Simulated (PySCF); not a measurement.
Compound: C4H7AlTe.
Numbering: `[CH:1]#[C:2][CH2:3][Te:4][CH2:5][AlH2:6]` (hydrogens: H7 on C1; H8, H9 on C3; H10, H11 on C5; H12, H13 on Al6)

A GFN2-xTB structure was refined with PBE0-D3(BJ)/def2-SVP geometry optimisation, gas phase, def2 core potentials past Kr (PySCF). Its GFN2-xTB values:

```json
{"coordinate": "C1≡C2", "GFN2-xTB": "1.219 Å"}
{"coordinate": "C1–H7", "GFN2-xTB": "1.043 Å"}
{"coordinate": "C2–C3", "GFN2-xTB": "1.448 Å"}
{"coordinate": "C3–Te4", "GFN2-xTB": "2.170 Å"}
{"coordinate": "C3–H8", "GFN2-xTB": "1.068 Å"}
{"coordinate": "Te4–C5", "GFN2-xTB": "2.227 Å"}
{"coordinate": "C5–Al6", "GFN2-xTB": "1.980 Å"}
{"coordinate": "C5–H10", "GFN2-xTB": "1.102 Å"}
{"coordinate": "Al6–H12", "GFN2-xTB": "1.536 Å"}
{"coordinate": "C1–C2–C3", "GFN2-xTB": "179.1°"}
{"coordinate": "C2–C3–Te4", "GFN2-xTB": "109.8°"}
{"coordinate": "C3–Te4–C5", "GFN2-xTB": "90.2°"}
{"coordinate": "Te4–C5–Al6", "GFN2-xTB": "81.6°"}
{"coordinate": "C2–C3–Te4–C5", "GFN2-xTB": "-67°"}
{"coordinate": "C3–Te4–C5–Al6", "GFN2-xTB": "-84°"}
```

How do these coordinates change at the PBE0-D3(BJ)/def2-SVP level?

```json
{"coordinate": "Al6–H12", "PBE0-D3(BJ)/def2-SVP (Å or °)": "1.590", "change": "+0.054"}
{"coordinate": "C3–H8", "PBE0-D3(BJ)/def2-SVP (Å or °)": "1.100", "change": "+0.032"}
{"coordinate": "C1–H7", "PBE0-D3(BJ)/def2-SVP (Å or °)": "1.074", "change": "+0.031"}
{"coordinate": "Te4–C5", "PBE0-D3(BJ)/def2-SVP (Å or °)": "2.203", "change": "-0.024"}
{"coordinate": "C3–Te4", "PBE0-D3(BJ)/def2-SVP (Å or °)": "2.189", "change": "+0.019"}
{"coordinate": "C5–Al6", "PBE0-D3(BJ)/def2-SVP (Å or °)": "1.962", "change": "-0.018"}
{"coordinate": "C2–C3", "PBE0-D3(BJ)/def2-SVP (Å or °)": "1.440", "change": "-0.008"}
{"coordinate": "C1≡C2", "PBE0-D3(BJ)/def2-SVP (Å or °)": "1.212", "change": "-0.007"}
{"coordinate": "C5–H10", "PBE0-D3(BJ)/def2-SVP (Å or °)": "1.100", "change": "-0.002"}
{"coordinate": "Te4–C5–Al6", "PBE0-D3(BJ)/def2-SVP (Å or °)": "85.2", "change": "+3.6"}
{"coordinate": "C3–Te4–C5", "PBE0-D3(BJ)/def2-SVP (Å or °)": "93.2", "change": "+3.0"}
{"coordinate": "C2–C3–Te4", "PBE0-D3(BJ)/def2-SVP (Å or °)": "112.1", "change": "+2.3"}
{"coordinate": "C1–C2–C3", "PBE0-D3(BJ)/def2-SVP (Å or °)": "179.0", "change": "-0.1"}
{"coordinate": "C3–Te4–C5–Al6", "PBE0-D3(BJ)/def2-SVP (Å or °)": "-90", "change": "-6"}
{"coordinate": "C2–C3–Te4–C5", "PBE0-D3(BJ)/def2-SVP (Å or °)": "-63", "change": "+4"}
```

The energy falls by 0.208 eV over 7 energy and gradient evaluations, the largest force component goes from 0.0354 to 4.0e-04 Eh/bohr, and the atoms move by 0.143 Å rms after alignment. The bond that changes most is Al6–H12 (ends: aluminium bonded to C and 2 H; Al–H hydrogen), which lengthens by 0.054 Å. Bonds longer at the end by more than 0.005 Å: 6 of 12; shorter: 4. Among the dihedrals that turn most is C3–Te4–C5–H10, from 48° to 35°. Rotational constants go from 2192, 1230, 955.1 to 2207, 1169, 910.4 MHz.

The run used 135 basis functions and 53 SCF cycles in all. On one thread, Arm Neoverse V1 (aarch64), on a shared host, this took 65 s of wall time and 0.59 GiB of memory at its peak.

PBE0-D3(BJ)/def2-SVP frequencies: not computed here. One conformer, not necessarily the lowest.
